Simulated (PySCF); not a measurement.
thioethanol (C2H6S), singlet, geometry from GFN2-xTB, atoms displaced at random by about 0.03 Å a coordinate; R2SCAN/STO-3G, gradient in PySCF.

The PySCF input:
```python
from pyscf import gto, scf, dft

mol = gto.Mole()
mol.atom = '''
    C     1.60126382    0.71989362   -0.04637421
    C     0.02912450    0.81657847    0.02351385
    S    -0.75033269   -0.87851826   -0.02222595
    H    -2.03809838   -0.38666423    0.05931917
    H    -0.30116181    1.34330850    0.89659555
    H    -0.35892363    1.36361577   -0.93233050
    H     1.96809510    1.69125771   -0.07609302
    H     1.87947353    0.10873714    0.85331153
    H     1.86121567    0.15422297   -0.90473164
'''
mol.basis = 'sto-3g'
mol.verbose = 4
mol.build()

mf = dft.RKS(mol)
mf.xc = 'r2scan'
mf.grids.level = 1
mf.kernel()
g = mf.nuc_grad_method()
g.grid_response = True
grad = g.kernel()
```

Problem. Write the output that PySCF gives for this input, abridged.

Solution. 
```
PySCF version 2.14.0

[INPUT] verbose = 4
[INPUT] num. atoms = 9
[INPUT] num. electrons = 34
[INPUT] charge = 0
[INPUT] spin (= nelec alpha-beta = 2S) = 0
[INPUT] symmetry False subgroup None
[INPUT] Mole.unit = angstrom
[INPUT] Symbol           X                Y                Z      unit          X                Y                Z       unit  Magmom
[INPUT]  1 C      1.601263820000   0.719893620000  -0.046374210000 AA    3.025950072975   1.360401780622  -0.087634556143 Bohr   0.0
[INPUT]  2 C      0.029124500000   0.816578470000   0.023513850000 AA    0.055037328515   1.543109667516   0.044434736634 Bohr   0.0
[INPUT]  3 S     -0.750332690000  -0.878518260000  -0.022225950000 AA   -1.417923286408  -1.660158906829  -0.042000958358 Bohr   0.0
[INPUT]  4 H     -2.038098380000  -0.386664230000   0.059319170000 AA   -3.851447753120  -0.730689496866   0.112096985237 Bohr   0.0
[INPUT]  5 H     -0.301161810000   1.343308500000   0.896595550000 AA   -0.569113340078   2.538485165800   1.694320034004 Bohr   0.0
[INPUT]  6 H     -0.358923630000   1.363615770000  -0.932330500000 AA   -0.678267360335   2.576860344438  -1.761849302579 Bohr   0.0
[INPUT]  7 H      1.968095100000   1.691257710000  -0.076093020000 AA    3.719160726098   3.196013877959  -0.143794967791 Bohr   0.0
[INPUT]  8 H      1.879473530000   0.108737140000   0.853311530000 AA    3.551690230070   0.205483414168   1.612525090634 Bohr   0.0
[INPUT]  9 H      1.861215670000   0.154222970000  -0.904731640000 AA    3.517187875049   0.291439175417  -1.709695015829 Bohr   0.0

nuclear repulsion = 105.397192854799
number of shells = 17
number of NR pGTOs = 75
number of NR cGTOs = 25
basis = sto-3g
ecp = {}

******** <class 'pyscf.dft.rks.RKS'> ********
method = RKS
initial guess = minao
damping factor = 0
level_shift factor = 0
DIIS = <class 'pyscf.scf.diis.CDIIS'>
diis_start_cycle = 1
diis_space = 8
diis_damp = 0
SCF conv_tol = 1e-09
SCF conv_tol_grad = None
SCF max_cycles = 50
direct_scf = True
direct_scf_tol = 1e-13
XC library pyscf.dft.libxc version 7.1.2
    S. Lehtola, C. Steigemann, M. J. T. Oliveira, and M. A. L. Marques,  SoftwareX 7, 1–5 (2018)
XC functionals = r2scan
    J. W. Furness, A. D. Kaplan, J. Ning, J. P. Perdew, and J. Sun,  J. Phys. Chem. Lett. 11, 8208–8215 (2020)
    J. W. Furness, A. D. Kaplan, J. Ning, J. P. Perdew, and J. Sun,  J. Phys. Chem. Lett. 11, 9248–9248 (2020)
    J. W. Furness, A. D. Kaplan, J. Ning, J. P. Perdew, and J. Sun,  J. Phys. Chem. Lett. 11, 8208–8215 (2020)
    J. W. Furness, A. D. Kaplan, J. Ning, J. P. Perdew, and J. Sun,  J. Phys. Chem. Lett. 11, 9248–9248 (2020)
radial grids:
    Treutler-Ahlrichs [JCP 102, 346 (1995); DOI:10.1063/1.469408] (M4) radial grids

becke partition: Becke, JCP 88, 2547 (1988); DOI:10.1063/1.454033
pruning grids: <function nwchem_prune>
grids dens level: 1
symmetrized grids: False
atomic radii adjust function: <function treutler_atomic_radii_adjust>
small_rho_cutoff = 0
Set gradient conv threshold to 3.16228e-05
Initial guess from minao.
tot grids = 31512
init E= -472.281846601642
  HOMO = -0.221790865553596  LUMO = 0.0844403583092103  gap/eV = 8.33298
cycle= 1 E= -472.558180678968  delta_E= -0.276  |g|= 0.199  |ddm|= 3.45
  HOMO = -0.0329038473742619  LUMO = 0.219989675946808  gap/eV = 6.88158
cycle= 2 E= -472.560719186191  delta_E= -0.00254  |g|= 0.192  |ddm|= 0.747
  HOMO = -0.0712069796167908  LUMO = 0.200763079185646  gap/eV = 7.40068
cycle= 3 E= -472.57592255511  delta_E= -0.0152  |g|= 0.0289  |ddm|= 0.365
  HOMO = -0.0729239751216404  LUMO = 0.195878707768175  gap/eV = 7.31449
cycle= 4 E= -472.576176439224  delta_E= -0.000254  |g|= 0.00471  |ddm|= 0.0433
  HOMO = -0.0734762673360412  LUMO = 0.195828781471321  gap/eV = 7.32816
cycle= 5 E= -472.576185406667  delta_E= -8.97e-06  |g|= 0.000675  |ddm|= 0.0106
  HOMO = -0.0733191697417191  LUMO = 0.195876516748118  gap/eV = 7.32519
cycle= 6 E= -472.576185634891  delta_E= -2.28e-07  |g|= 0.000167  |ddm|= 0.00174
  HOMO = -0.0733401325778948  LUMO = 0.195864504145448  gap/eV = 7.32543
cycle= 7 E= -472.576185644564  delta_E= -9.67e-09  |g|= 1.88e-05  |ddm|= 0.000278
  HOMO = -0.0733394223155031  LUMO = 0.195864666645228  gap/eV = 7.32542
cycle= 8 E= -472.57618564472  delta_E= -1.56e-10  |g|= 1.08e-06  |ddm|= 4.05e-05
  HOMO = -0.0733394449272077  LUMO = 0.195864650575893  gap/eV = 7.32542
Extra cycle  E= -472.576185644719  delta_E= 4.55e-13  |g|= 4.41e-07  |ddm|= 3.37e-06
converged SCF energy = -472.576185644719

******** <class 'pyscf.grad.rks.Gradients'> for <class 'pyscf.dft.rks.RKS'> ********
unit = Eh/Bohr
grid_response = True
--------------- RKS gradients ---------------
         x                y                z
0 C     0.0629278228     0.0551082343    -0.0457189895
1 C     0.0090295154     0.0126384767     0.0695481667
2 S     0.0016762380    -0.0127664611    -0.0047183098
3 H    -0.0117784139     0.0031276570     0.0008144345
4 H     0.0049759170    -0.0159712229    -0.0207469454
5 H    -0.0151224216     0.0112387214    -0.0371004042
6 H    -0.0300756908    -0.0462039384    -0.0034851318
7 H    -0.0092120248    -0.0195054270     0.0126265856
8 H    -0.0124209421     0.0123339598     0.0287805939
----------------------------------------------
```
